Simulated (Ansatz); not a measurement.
Ta(O)(Cl)2(Me) (CH₃Cl₂OTa), SMILES [CH3][Ta](=[O])([Cl])[Cl], multiplicity 1.

Geometry optimised at B3LYP-D3(BJ)/def2-SVP. The spin state was assumed, not searched. The structure was generated by enumeration; whether it is a known compound was not checked. The def2 effective core potentials stand for the cores of Ta; spin–orbit coupling is left out.

Two levels are set side by side: PBE/def2-SVPD (Ansatz, a first-principles code) and CAM-B3LYP/def2-SVPD (Ansatz). Energy differences of separate SCF runs at the same geometry; the states with an electron removed or added have multiplicity 2 and 2. Differences are taken from unrounded values.

```
quantity                           CAM-B3LYP    PBE  PBE minus CAM-B3LYP
---------------------------------  ---------  -----  -------------------
vertical ionisation energy (eV)        11.42  10.70                -0.71
vertical electron affinity (eV)         1.13   0.80                -0.34
vertical singlet–triplet gap (eV)       4.42   4.31                -0.11
```
